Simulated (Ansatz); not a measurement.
Ansatz results at the PBE0-D4/def2-TZVP geometry: HOMO–LUMO gap (PBE0/def2-TZVPP) 8.63 eV; HOMO energy (PBE/def2-TZVPP) -6.67 eV; HOMO–LUMO gap (B3LYP/def2-TZVPP) 8.11 eV.

Each molecule was computed in one conformer, which needn't be the lowest.

Task: Which molecule gave them?
A. `OCB(F)O[SiH3]`
B. `FCOBO[SiH3]`
C. `COB(F)O[SiH3]`
D. `C[CH]1[AlH][SiH2]1`

Result: A. The others give `COB(F)O[SiH3]`: 9.05, -7.33, 8.57; `FCOBO[SiH3]`: 9.31, -7.60, 8.84; `C[CH]1[AlH][SiH2]1`: 4.31, -5.07, 3.96.

B3LYP here is the variant with VWN-RPA as its local correlation; programs differ in this.
